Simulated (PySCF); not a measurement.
PySCF input file for C4H2N2, SMILES C#C/C=N/C#N, PBE0-D3(BJ)/def2-SVP. Coordinates come from a PBE0-D3(BJ)/def2-SVP optimisation. The structure was generated by enumeration; whether it is a known compound was not checked.

```python
import numpy as np
from pyscf import gto, scf, dft, df
from pyscf.hessian import thermo

mol = gto.M(
    atom='''
    C    -0.13441200   -2.96925899    0.00000000
    C     0.09184398   -1.77753023    0.00000000
    C     0.43395135   -0.39870350    0.00000000
    N    -0.46623326    0.51720789    0.00000000
    C    -0.12364564    1.80011991    0.00000000
    N     0.07122262    2.94813664    0.00000000
    H    -0.35362979   -4.02259128    0.00000000
    H     1.51227817   -0.16258358    0.00000000
    ''',
    basis='def2-SVP',
    charge=0,
    spin=0,
    max_memory=1600,
    verbose=3,
)
mf = dft.RKS(mol, xc='pbe0').density_fit(auxbasis='def2-universal-jkfit')
mf.disp = 'd3bj'
mf.grids.level = 3
mf.conv_tol = 1e-11
mf.max_cycle = 100
mf.kernel()

# [left out here: the lines that compute and print the analytic Hessian (its translational invariance restored by hand, since the grid's response is missing), thermochemistry and intensities]
```

Program output:

```
converged SCF energy = -262.501818416059

WARN: DFTD3 does not support analytical Hessian, using finite difference


WARN: Mole.unit (angstrom) is changed to Bohr

Mode                                 0                   1                   2
Irrep
Freq [cm^-1]                      124.9289            132.0141            261.4468
Reduced mass [au]                   6.5028              6.0175              5.8981
Force const [Dyne/A]                0.0598              0.0618              0.2375
Char temp [K]                     179.7448            189.9389            376.1637
Normal mode                   x     y     z       x     y     z       x     y     z
       0   C                -0.00  0.00  0.13    0.14 -0.03  0.00    0.07 -0.09 -0.00
       1   C                 0.00 -0.00 -0.04   -0.04  0.01 -0.00   -0.14 -0.04  0.00
       2   C                 0.00 -0.00 -0.11   -0.11  0.02 -0.00   -0.04 -0.06 -0.00
       3   N                 0.00 -0.00 -0.13   -0.12  0.02 -0.00    0.08  0.06 -0.00
       4   C                 0.00 -0.00 -0.02   -0.02  0.00 -0.00    0.09  0.05 -0.00
       5   N                -0.00  0.00  0.15    0.14 -0.03  0.00   -0.08  0.08  0.00
       6   H                -0.00  0.00  0.28    0.28 -0.06  0.00    0.21 -0.12  0.00
       7   H                 0.00 -0.00 -0.08   -0.12  0.04 -0.00   -0.01 -0.20 -0.00
Mode                                 3                   4                   5
Irrep
Freq [cm^-1]                      364.4057            555.6097            581.7243
Reduced mass [au]                   4.0965              7.7446             10.2990
Force const [Dyne/A]                0.3205              1.4086              2.0534
Char temp [K]                     524.2987            799.3987            836.9717
Normal mode                   x     y     z       x     y     z       x     y     z
       0   C                -0.00  0.00 -0.07    0.04  0.10  0.00    0.00  0.00  0.01
       1   C                 0.00  0.00  0.20   -0.16  0.13  0.00    0.00  0.00 -0.11
       2   C                 0.00 -0.00 -0.05    0.07  0.01 -0.00   -0.00  0.00  0.09
       3   N                 0.00 -0.00 -0.00    0.04 -0.05 -0.00   -0.00 -0.00  0.11
       4   C                 0.00 -0.00 -0.12   -0.00 -0.08  0.00    0.00 -0.00 -0.21
       5   N                -0.00 -0.00  0.08   -0.02 -0.09 -0.00   -0.00 -0.00  0.07
       6   H                -0.00  0.00 -0.28    0.19  0.07 -0.00   -0.00  0.00  0.13
       7   H                 0.00  0.00 -0.32    0.08 -0.05  0.00   -0.00  0.00  0.04
Mode                                 6                   7                   8
Irrep
Freq [cm^-1]                      589.3009            714.3511            747.0195
Reduced mass [au]                  10.1871              1.2804              1.3110
Force const [Dyne/A]                2.0844              0.3850              0.4310
Char temp [K]                     847.8727           1027.7922           1074.7947
Normal mode                   x     y     z       x     y     z       x     y     z
       0   C                 0.00 -0.04  0.00   -0.13  0.02  0.00    0.00 -0.00  0.13
       1   C                -0.05 -0.03 -0.00    0.05 -0.01 -0.00   -0.00  0.00 -0.06
       2   C                 0.07 -0.02  0.00    0.00  0.00  0.00   -0.00  0.00 -0.00
       3   N                 0.09  0.00  0.00    0.00 -0.00  0.00   -0.00  0.00  0.00
       4   C                -0.22  0.07 -0.00   -0.00  0.00 -0.00    0.00 -0.00 -0.00
       5   N                 0.08  0.03  0.00    0.00  0.00 -0.00    0.00 -0.00  0.00
       6   H                 0.02 -0.05  0.00    0.85 -0.18 -0.00   -0.00  0.00 -0.86
       7   H                 0.09 -0.09  0.00    0.00  0.02 -0.00   -0.00  0.00  0.00
Mode                                 9                  10                  11
Irrep
Freq [cm^-1]                      995.8871           1037.9201           1106.3119
Reduced mass [au]                   1.6028              4.9299              6.3969
Force const [Dyne/A]                0.9366              3.1291              4.6129
Char temp [K]                    1432.8599           1493.3360           1591.7365
Normal mode                   x     y     z       x     y     z       x     y     z
       0   C                -0.00 -0.00 -0.00   -0.01 -0.09 -0.00   -0.01 -0.08 -0.00
       1   C                -0.00 -0.00  0.04   -0.08 -0.04 -0.00   -0.01 -0.04  0.00
       2   C                 0.00  0.00 -0.16    0.15  0.10  0.00   -0.01  0.13  0.00
       3   N                -0.00 -0.00  0.07   -0.10 -0.07 -0.00    0.07  0.14  0.00
       4   C                 0.00  0.00 -0.03    0.04  0.03  0.00   -0.01 -0.06 -0.00
       5   N                 0.00  0.00  0.01    0.00  0.06 -0.00   -0.02 -0.12 -0.00
       6   H                 0.00 -0.00 -0.03    0.01 -0.11  0.00   -0.02 -0.09  0.00
       7   H                 0.00  0.00  0.77    0.10  0.33 -0.00   -0.04  0.28 -0.00
Mode                                12                  13                  14
Irrep
Freq [cm^-1]                     1378.2286           1719.8196           2235.0556
Reduced mass [au]                   1.3301              9.4206              6.0599
Force const [Dyne/A]                1.4886             16.4171             17.8357
Char temp [K]                    1982.9641           2474.4375           3215.7474
Normal mode                   x     y     z       x     y     z       x     y     z
       0   C                -0.01 -0.03 -0.00    0.01  0.02  0.00    0.03  0.15 -0.00
       1   C                 0.02 -0.01  0.00   -0.01 -0.00 -0.00   -0.04 -0.22  0.00
       2   C                 0.06  0.08  0.00    0.12 -0.17 -0.00    0.01  0.04 -0.00
       3   N                -0.08  0.05  0.00   -0.09  0.15 -0.00   -0.00 -0.00  0.00
       4   C                 0.01 -0.01  0.00   -0.00 -0.00 -0.00    0.01  0.03 -0.00
       5   N                -0.01 -0.03 -0.00   -0.01 -0.03  0.00   -0.00 -0.02 -0.00
       6   H                -0.01 -0.03  0.00    0.01  0.03 -0.00    0.06  0.29  0.00
       7   H                 0.27 -0.81 -0.00    0.05  0.16  0.00    0.03  0.00 -0.00
Mode                                15                  16                  17
Irrep
Freq [cm^-1]                     2358.9241           3102.7509           3479.7070
Reduced mass [au]                  12.3733              1.0905              1.1631
Force const [Dyne/A]               40.5662              6.1854              8.2978
Char temp [K]                    3393.9666           4464.1677           5006.5236
Normal mode                   x     y     z       x     y     z       x     y     z
       0   C                -0.00 -0.02  0.00   -0.00 -0.00  0.00    0.02  0.10  0.00
       1   C                 0.01  0.03 -0.00    0.00  0.00 -0.00   -0.01 -0.03  0.00
       2   C                -0.00 -0.01 -0.00   -0.08 -0.02 -0.00    0.00  0.00 -0.00
       3   N                -0.00 -0.03 -0.00    0.00 -0.00 -0.00   -0.00  0.00 -0.00
       4   C                 0.04  0.22 -0.00    0.00 -0.00  0.00   -0.00 -0.00 -0.00
       5   N                -0.03 -0.15  0.00   -0.00  0.00  0.00    0.00  0.00  0.00
       6   H                -0.01 -0.04 -0.00   -0.00 -0.00 -0.00   -0.19 -0.90 -0.00
       7   H                -0.01  0.01  0.00    0.93  0.21  0.00   -0.00 -0.00  0.00
temperature 298.1500 [K]
pressure 101325.00 [Pa]
Rotational constants [GHz] 60.96147 1.54888 1.51051
Symmetry number 1
Zero-point energy (ZPE) 0.04895 [Eh]   128511.266 [J/mol]
                           tot       elec      trans        rot        vib
Entropy [J/mol/K]       314.589      0.000    163.093    105.541     45.955
Cv [J/mol/K]             79.690      0.000     12.472     12.472     54.747
Cp [J/mol/K]             88.005      0.000     20.786     12.472     54.747
Internal energy [J/mol]                      3718.434   3718.434 136408.452
Internal energy [Eh]   -262.44703  -262.50182
Enthalpy [J/mol]                             6197.391   3718.434 136408.452
Enthalpy [Eh]          -262.44609
Gibbs free energy [J/mol]                  -42428.838 -27748.734 122707.012
Gibbs free energy [Eh] -262.48181
static polarisability / bohr^3: [[ 30.619   1.188  -0.   ]
 [  1.201 114.753  -0.   ]
 [ -0.      0.     22.98 ]]
largest difference of analytic and finite-field dipole derivatives / e: 0.00428236360144385
mode   freq/cm-1   IR/(km/mol)   Raman/(A^4/amu)   depolarisation
   1      124.93         0.296             0.828            0.750
   2      132.01         0.506             0.902            0.566
   3      261.45         7.481            18.617            0.585
   4      364.41        28.815             8.659            0.750
   5      555.61         7.294             4.953            0.512
   6      581.72         0.159             0.106            0.750
   7      589.30         2.949             2.972            0.216
   8      714.35        37.877             1.325            0.742
   9      747.02        27.170             8.363            0.750
  10      995.89         3.350             9.467            0.750
  11     1037.92        56.897            18.834            0.563
  12     1106.31         6.371             0.594            0.423
  13     1378.23        10.138             9.143            0.261
  14     1719.82       141.696           437.335            0.320
  15     2235.06        95.242           796.016            0.302
  16     2358.92        39.562           461.527            0.314
  17     3102.75         6.480            82.736            0.331
  18     3479.71        85.466            24.380            0.203
max |gradient| / (hartree/bohr): 5.606614753238704e-05
APT charges: [-0.1288 -0.3255  0.6745 -0.5043  0.3412 -0.3435  0.2428  0.0438]
```

Self-consistency was reached.
